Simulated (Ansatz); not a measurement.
The same redistribution along the group Sc, Y.

Calculated with Ansatz (gas phase, PBE0-D4/def2-TZVP geometries, no zero-point term in ΔE). CBS: MP2 limit from def2 TZ/QZ plus the TZ coupled-cluster correction, frozen cores. DFT in def2-TZVPP. def2 core potentials past Kr. For Nb, Sc, Y outer-core shells are correlated without core-valence functions, which leaves a few kJ/mol of doubt a bond. Scalar relativity is left out up to krypton. Each species was taken in one conformer, which may not be the lowest.

| reaction | ωB97X-V (eV) | LDA (SPW92) (eV) | MP2/CBS(def2) (eV) | CCSD(T)/def2-SVP (eV) | CCSD(T)/CBS(def2) (eV) |
| --- | --- | --- | --- | --- | --- |
| `[OH][Sc]([OH])[F]` + `[NH2][Nb](=[O])([OH])[Cl]` → `[NH2][Sc]([OH])[OH]` + `[O]=[Nb]([OH])([F])[Cl]` | 0.42 | 0.43 | 0.48 | 0.58 | 0.44 |
| `[OH][Y]([OH])[F]` + `[NH2][Nb](=[O])([OH])[Cl]` → `[NH2][Y]([OH])[OH]` + `[O]=[Nb]([OH])([F])[Cl]` | 0.51 | 0.51 | 0.60 | 0.60 | 0.57 |

Largest T1 diagnostic: 0.022, for `[NH2][Nb](=[O])([OH])[Cl]`.
